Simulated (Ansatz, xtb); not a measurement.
**FGaH4Si2: which of two structures lies lower**

We compare a, `F[SiH2][SiH2][Ga]`, a singlet, with b, a singlet given by its coordinates. Both are isolated molecules in the gas phase, relaxed with PBE0-D3(BJ)/def2-SVP; the shapes shown needn't be the lowest conformers.

a (Å):

```xyz
8

F    -0.2174   -1.1219    2.9468
Ga    0.9134    2.8266   -0.9329
Si    0.4674    0.2374    2.3514
Si   -0.1186    0.6870    0.1380
H     1.9496    0.0741    2.4748
H     0.0504    1.3664    3.2402
H     0.2646   -0.5242   -0.6715
H    -1.6222    0.7655    0.0899
```

b (Å):

```xyz
8

F     0.3116    1.8647    1.6608
Ga    0.7731    0.9391   -0.3110
Si    0.1990    0.2844    2.3660
Si    0.4936   -1.2047    0.5515
H    -1.1116    0.3252    3.0830
H     1.2808    0.3028    3.3968
H    -0.8410   -0.5458    0.0039
H     0.6956    2.2356   -1.1983
```

Close contacts (Å): F1–Ga2 2.23, F1–Si3 1.73, Ga2–Si3 2.82, Ga2–Si4 2.33, Si3–Si4 2.37, Ga2–H7 2.22, Ga2–H8 1.57, Si3–H5 1.49, Si3–H6 1.49, Si4–H7 1.59.

Task: Estimate which is lower in electronic energy at CCSD(T)/def2-SVP + ΔMP2/def2-TZVPP, and by roughly how much.

Result: The CCSD(T)/def2-SVP + ΔMP2/def2-TZVPP calculation puts structure a lower, by 12.5 kcal/mol.

How the difference moves with the method:

| level | geometry | E(b) − E(a) (kcal/mol) | departure from the last row (kcal/mol) | job, with rough time for the two |
| --- | --- | --- | --- | --- |
| PBE0-D3(BJ)/def2-SVP | PBE0-D3(BJ)/def2-SVP | +9.4 | −3.1 | optimisation, 43 s |
| HF/def2-SVP | PBE0-D3(BJ)/def2-SVP | +24.2 | +11.7 | part of the CCSD(T) run |
| MP2/def2-SVP | PBE0-D3(BJ)/def2-SVP | +9.0 | −3.5 | part of the CCSD(T) run |
| CCSD(T)/def2-SVP | PBE0-D3(BJ)/def2-SVP | +12.4 | −0.2 | single point |
| CCSD(T)/def2-SVP + ΔMP2/def2-TZVPP | PBE0-D3(BJ)/def2-SVP | +12.5 |  | single point, 15 s |

None of the levels shown reverses the order. The largest departure from CCSD(T)/def2-SVP + ΔMP2/def2-TZVPP is that of HF/def2-SVP, 11.7 kcal/mol. Levels run at GFN2-xTB geometries aren't shown. The last row adds to CCSD(T) the change of the MP2 difference between the two basis sets, here +0.2 kcal/mol.

With harmonic frequencies from PBE0-D3(BJ)/def2-SVP (ideal gas, rigid rotor, one conformer each, 298.15 K, 1 atm): on the last row, ΔE + ΔZPE = +11.3 kcal/mol. A mode under 50 cm⁻¹ makes harmonic enthalpies and free energies unreliable, so none is given.

The correlated steps freeze 20 core orbitals; the filled d shell of Ga is correlated, in a basis made for valence electrons. Codes used: Ansatz 0.2.0; the last row on 2 threads of Intel(R) Xeon(R) 6975P-C (Granite Rapids) on a shared host.
